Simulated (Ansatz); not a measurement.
`[OH][Ti]12345678([F])([C@H]9[C@@H]1[C@@H]2[C@@H]3[C@H]94)[C@H]1[C@@H]5[C@@H]6[C@@H]7[C@H]18`. Charge 0, multiplicity 1. All single points use the PBE0-D4/def2-TZVP geometry. It is one conformer, not always the lowest.

```xyz
24

O    -0.959    1.232   -1.571
Ti    0.150    0.212   -0.470
F     1.699    0.306   -1.440
C    -0.288    2.104    0.977
C     1.064    2.176    0.599
C     1.727    1.058    1.148
C     0.785    0.289    1.842
C    -0.475    0.929    1.724
C    -0.966   -1.719    0.391
C     0.314   -2.128   -0.054
C     0.346   -1.988   -1.454
C    -0.882   -1.457   -1.870
C    -1.698   -1.291   -0.727
H    -0.789    2.176   -1.561
H    -1.069    2.796    0.700
H     1.515    2.924   -0.036
H     2.762    0.801    0.987
H     0.979   -0.635    2.364
H    -1.409    0.592    2.146
H    -1.314   -1.727    1.412
H     1.121   -2.490    0.565
H     1.207   -2.152   -2.083
H    -1.134   -1.147   -2.871
H    -2.686   -0.859   -0.717
```

Q: What is the dipole moment at r2SCAN/def2-TZVPP? (An estimate is asked.)

A: The calculation gave: 2.40 D, with components (-0.80, 0.06, 2.26) D in this frame, pointing from negative to positive charge.

Q: And with PBE, B3LYP, ωB97M-V? (An estimate is asked.)

A: Ansatz gave: PBE 2.30 D, B3LYP 2.54 D, ωB97M-V 2.57 D.

Q: Give the Mulliken charges with r2SCAN, B3LYP, ωB97M-V in def2-TZVPP. (An estimate is asked.)

A: Ansatz gave: 
```json
{"atom": "O1", "r2SCAN": "-0.39", "B3LYP": "-0.38", "ωB97M-V": "-0.33"}
{"atom": "Ti2", "r2SCAN": "0.41", "B3LYP": "0.47", "ωB97M-V": "0.30"}
{"atom": "F3", "r2SCAN": "-0.36", "B3LYP": "-0.38", "ωB97M-V": "-0.34"}
{"atom": "C4", "r2SCAN": "-0.12", "B3LYP": "-0.16", "ωB97M-V": "-0.16"}
{"atom": "C5", "r2SCAN": "-0.09", "B3LYP": "-0.12", "ωB97M-V": "-0.11"}
{"atom": "C6", "r2SCAN": "-0.06", "B3LYP": "-0.09", "ωB97M-V": "-0.07"}
{"atom": "C7", "r2SCAN": "-0.13", "B3LYP": "-0.17", "ωB97M-V": "-0.17"}
{"atom": "C8", "r2SCAN": "-0.07", "B3LYP": "-0.10", "ωB97M-V": "-0.08"}
{"atom": "C9", "r2SCAN": "-0.14", "B3LYP": "-0.18", "ωB97M-V": "-0.19"}
{"atom": "C10", "r2SCAN": "-0.08", "B3LYP": "-0.10", "ωB97M-V": "-0.08"}
{"atom": "C11", "r2SCAN": "-0.09", "B3LYP": "-0.12", "ωB97M-V": "-0.12"}
{"atom": "C12", "r2SCAN": "-0.06", "B3LYP": "-0.09", "ωB97M-V": "-0.09"}
{"atom": "C13", "r2SCAN": "-0.05", "B3LYP": "-0.07", "ωB97M-V": "-0.06"}
{"atom": "H14", "r2SCAN": "0.17", "B3LYP": "0.15", "ωB97M-V": "0.15"}
{"atom": "H15", "r2SCAN": "0.10", "B3LYP": "0.13", "ωB97M-V": "0.13"}
{"atom": "H16", "r2SCAN": "0.11", "B3LYP": "0.13", "ωB97M-V": "0.13"}
{"atom": "H17", "r2SCAN": "0.11", "B3LYP": "0.14", "ωB97M-V": "0.14"}
{"atom": "H18", "r2SCAN": "0.10", "B3LYP": "0.13", "ωB97M-V": "0.13"}
{"atom": "H19", "r2SCAN": "0.11", "B3LYP": "0.13", "ωB97M-V": "0.13"}
{"atom": "H20", "r2SCAN": "0.10", "B3LYP": "0.13", "ωB97M-V": "0.13"}
{"atom": "H21", "r2SCAN": "0.11", "B3LYP": "0.13", "ωB97M-V": "0.13"}
{"atom": "H22", "r2SCAN": "0.10", "B3LYP": "0.14", "ωB97M-V": "0.14"}
{"atom": "H23", "r2SCAN": "0.11", "B3LYP": "0.14", "ωB97M-V": "0.14"}
{"atom": "H24", "r2SCAN": "0.11", "B3LYP": "0.13", "ωB97M-V": "0.14"}
```

B3LYP here is the variant with VWN-RPA as its local correlation; programs differ in this.
